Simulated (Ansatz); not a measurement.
Relaxation of ClGaH6Si (9 atoms, charge 0, multiplicity 1), to a largest force component of 0.03 eV/Å in at most 50 steps.

Theory: Ansatz 0.2.0, RKS PBE0-D4/def2-SVP.

```xyz
9
Properties=species:S:1:pos:R:3:forces:R:3
Ga 0.043 0.458 -0.031 0.03 -0.11 0.23
H -0.010 0.516 1.530 0.01 0.64 -0.11
H 1.292 0.300 -0.951 -0.02 0.01 0.00
Cl -1.869 0.477 -1.037 -0.01 0.01 0.01
Si -0.342 -2.807 1.247 -0.08 -0.58 -0.04
H -0.760 -3.229 -0.120 0.00 0.00 0.00
H 0.921 -3.503 1.633 -0.01 0.00 0.00
H -1.421 -3.100 2.233 0.00 0.00 0.00
H -0.098 -1.346 1.273 0.08 0.03 -0.08
```

Where does it end, and by what steps?

The forces met the threshold. After 12 steps the energy has fallen by 0.297 eV; Cl4 moved furthest, 0.89 Å.

| step | energy less start (eV) | largest force component (eV/Å) | accepted |
| --- | --- | --- | --- |
| 0 | 0.0000 | 0.637 | yes |
| 1 | -0.1184 | 0.314 | yes |
| 2 | -0.1751 | 0.424 | yes |
| 3 | -0.2256 | 0.243 | yes |
| 4 | -0.2360 | 0.144 | yes |
| 5 | -0.2462 | 0.082 | yes |
| 6 | -0.2605 | 0.147 | yes |
| 7 | -0.2698 | 0.153 | yes |
| 8 | -0.2783 | 0.130 | yes |
| 9 | -0.2856 | 0.245 | yes |
| 10 | -0.2879 | 0.236 | yes |
| 11 | -0.2959 | 0.091 | yes |
| 12 | -0.2974 | 0.020 | yes |

```xyz
9
Properties=species:S:1:pos:R:3
Ga 0.003 0.361 0.168
H 0.063 1.186 1.491
H 1.109 0.098 -0.902
Cl -2.014 -0.194 -0.465
Si -0.314 -2.767 1.085
H -0.457 -3.111 -0.353
H 0.614 -3.717 1.768
H -1.616 -2.676 1.795
H 0.367 -1.413 1.191
```

Whether the end is a true minimum wasn't checked by a vibrational analysis.

Run time: 28 s on 2 threads of Intel(R) Xeon(R) Platinum 8375C CPU @ 2.90GHz (Ice Lake), with other jobs on the host, peak memory 0.24 GiB.
